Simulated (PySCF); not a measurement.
# Correlation energy of Kr³⁺ (krypton, charge +3)

[Ar] 3d10 4s2 4p3, high-spin 4S determinant. All numbers are calculated (PySCF 2.14, scalar relativity by spin-free X2C-1e, in aug-cc-pVQZ-DK (8s7p5d3f2g, 93 functions)). Frozen: [Ar] 3d10; 5 electrons correlated.

```
  level  correlation energy (mhartree)
   CCSD                        -102.25
    (T)                          -2.62
CCSD(T)                        -104.87
```

Diagnostics: T1 = 0.0018, D1 = 0.0041, largest double amplitude 0.046.

**Question.** Is a single reference adequate?

**Answer.** Yes, within this model without spin-orbit coupling: T1 lies below 0.03 and no double amplitude reaches 0.07.
